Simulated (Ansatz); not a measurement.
1,1-difluoro-1-methoxyethane (C3H6F2O), SMILES O(C)C(C)(F)F.

Coordinates come from a PBE0-D3(BJ)/def2-SVP optimisation. The values are those of a single conformer.

Two levels are set side by side: PBE/def2-SVPD (Ansatz, a program for electronic structure) and CAM-B3LYP/def2-SVPD (Ansatz). Energy differences of separate SCF runs at the same geometry; the states with an electron removed or added have multiplicity 2 and 2. Differences are taken from unrounded values.

| quantity | CAM-B3LYP | PBE | PBE minus CAM-B3LYP |
|---|---|---|---|
| vertical ionisation energy (eV) | 11.23 | 10.69 | -0.54 |
| vertical singlet–triplet gap (eV) | 8.38 | 7.65 | -0.73 |
